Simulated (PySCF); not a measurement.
## Spin-rotation constants: `CC(C)N[Si](C)(C)C`, C₆H₁₇NSi

Geometry (Å), atoms numbered from 1 in this order:
```xyz
25

Si    0.042    1.062   -0.154
C     0.219    1.170    1.751
H     0.853    0.380    2.143
H    -0.745    1.092    2.245
H     0.662    2.115    2.052
C     1.780    1.247   -0.924
H     1.765    1.018   -1.985
H     2.512    0.598   -0.456
H     2.138    2.267   -0.816
C    -1.054    2.504   -0.743
H    -1.197    2.478   -1.818
H    -0.599    3.457   -0.497
H    -2.035    2.482   -0.278
N    -0.759   -0.345   -0.765
C    -0.513   -1.739   -0.450
C    -1.227   -2.164    0.839
C     0.979   -2.019   -0.349
H    -1.730   -0.208   -1.007
H    -0.920   -2.336   -1.280
H    -0.832   -1.601    1.680
H    -1.080   -3.225    1.023
H    -2.295   -1.969    0.763
H     1.401   -1.504    0.509
H     1.152   -3.087   -0.237
H     1.483   -1.672   -1.246
```

Computed, not measured: PySCF 2.14.0, GIAO KT3/def2-SVP magnetisability, rotational g tensor and spin-rotation constants, non-relativistic, gas phase. Geometry: GFN2-xTB.

(1) Give the nuclear spin-rotation constants along the inertial axes (H = +C I·J) beside the isotropic shieldings.

## Answers

(1) Rotational constants 2.1861, 1.1008, 1.0167 GHz. A star marks the isotopologue with that one atom substituted, in its own axes.
| atom | isotope | Caa (kHz) | Cbb (kHz) | Ccc (kHz) | mean (kHz) | σ (ppm) |
| --- | --- | --- | --- | --- | --- | --- |
| H3 | 1H | -0.124 | -0.102 | -0.062 | -0.096 | 31.5 |
| H4 | 1H | -0.258 | 0.012 | -0.110 | -0.119 | 31.8 |
| H5 | 1H | -0.034 | -0.132 | -0.082 | -0.083 | 31.8 |
| H7 | 1H | -0.262 | -0.088 | -0.014 | -0.121 | 31.7 |
| H8 | 1H | -0.173 | -0.074 | -0.066 | -0.104 | 31.6 |
| H9 | 1H | 0.011 | -0.117 | -0.118 | -0.074 | 31.9 |
| H11 | 1H | -0.250 | -0.121 | 0.007 | -0.121 | 31.8 |
| H12 | 1H | -0.007 | -0.131 | -0.101 | -0.080 | 32.1 |
| H13 | 1H | -0.246 | 0.016 | -0.124 | -0.118 | 32.0 |
| N14 | 14N | 0.106 | 0.053 | 0.056 | 0.072 | 212.0 |
| H18 | 1H | -0.279 | -0.040 | -0.066 | -0.128 | 31.4 |
| H19 | 1H | -0.151 | -0.103 | 0.013 | -0.081 | 28.5 |
| H20 | 1H | -0.181 | -0.128 | 0.002 | -0.102 | 30.9 |
| H21 | 1H | 0.047 | -0.120 | -0.111 | -0.061 | 30.8 |
| H22 | 1H | -0.252 | 0.004 | -0.088 | -0.112 | 30.9 |
| H23 | 1H | -0.190 | -0.125 | 0.003 | -0.104 | 30.8 |
| H24 | 1H | 0.046 | -0.114 | -0.116 | -0.061 | 30.7 |
| H25 | 1H | -0.186 | -0.034 | -0.076 | -0.099 | 30.5 |
| Si1 | 29Si* | -1.173 | -0.606 | -0.576 | -0.785 | 419.0 |
| C2 | 13C* | 0.243 | 0.121 | 0.116 | 0.160 | 188.9 |
| C15 | 13C* | 0.338 | 0.206 | 0.195 | 0.246 | 144.6 |
| C16 | 13C* | 0.330 | 0.153 | 0.158 | 0.213 | 164.3 |

For the geometry as given, no vibrational averaging.
